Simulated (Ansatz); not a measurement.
Geometry optimisation, Ansatz 0.2.0, RKS revPBE/STO-3G.

input.yaml

```yaml
crystal:
  periodic: [false, false, false]
  atoms:
    - { symbol: "N", position_ang: [-0.3041, -0.3566, -2.1018] }
    - { symbol: C, position_ang: [0.422, -0.2587, -0.9222] }
    - { symbol: "N", position_ang: [-0.2744, -0.9953, 0.107] }
    - { symbol: C, position_ang: [0.0404, 0.1165, 1.0003] }
    - { symbol: O, position_ang: [-1.1568, 0.3965, 1.761] }
    - { symbol: O, position_ang: [1.1602, 0.0402, 1.732] }
    - { symbol: "N", position_ang: [0.0969, 0.9239, -0.1625] }
    - { symbol: H, position_ang: [-1.3009, -0.3746, -1.8902] }
    - { symbol: H, position_ang: [-0.2674, 0.5614, -2.613] }
    - { symbol: H, position_ang: [1.5014, -0.4394, -1.0138] }
    - { symbol: H, position_ang: [0.2945, -1.7942, 0.4418] }
    - { symbol: H, position_ang: [-1.8278, 0.4049, 1.111] }
    - { symbol: H, position_ang: [0.7748, 0.1801, 2.6208] }
    - { symbol: H, position_ang: [0.8282, 1.566, -0.0417] }
basis:
  gaussian: { orbitals: STO-3G }
hamiltonian:
  xc: revpbe
relax:
  f_tol: 0.02
  max_steps: 40
scf:
  lower_state_search: "off"
```

Command:

```bash
$ ansatz run input.yaml --threads 1 --pin off --max-ram 2048MiB --backend cpu --events-out ev --progress --plain --runs-dir out
```

Where does it end, and by what steps?

The forces met the threshold. The force dipped under the threshold on the way, but the program's further checks kept it going. Limits of this set-up: minimal basis. After 12 steps the energy has fallen by 2.944 eV; H9 moved furthest, 0.47 Å.

```
step  energy less start (eV)  largest force component (eV/Å)  accepted
   0                  0.0000                           6.939       yes
   1                 -2.5430                           1.847       yes
   2                 -2.8708                           0.730       yes
   3                 -2.8737                           1.168       yes
   4                 -2.8607                           1.453        no
   5                 -2.9405                           0.177       yes
   6                 -2.9411                           0.193       yes
   7                 -2.9421                           0.114       yes
   8                 -2.9438                           0.028       yes
   9                 -2.9439                           0.018       yes
  10                 -2.9441                           0.050       yes
  11                 -2.9439                           0.059        no
  12                 -2.9442                           0.007       yes
```

```xyz
14
Properties=species:S:1:pos:R:3
N -0.394 -0.448 -2.301
C 0.344 -0.249 -0.999
N -0.289 -1.080 0.147
C -0.050 0.170 1.087
O -1.142 0.438 2.003
O 1.166 0.179 1.893
N 0.070 1.076 -0.198
H -1.380 -0.084 -2.087
H -0.009 0.329 -2.935
H 1.435 -0.443 -1.193
H 0.431 -1.829 0.435
H -1.963 0.192 1.421
H 0.749 0.139 2.845
H 1.018 1.582 -0.091
```

Whether the end is a true minimum wasn't checked by a vibrational analysis.

Run time: 35 s on 1 CPU thread of a shared host.
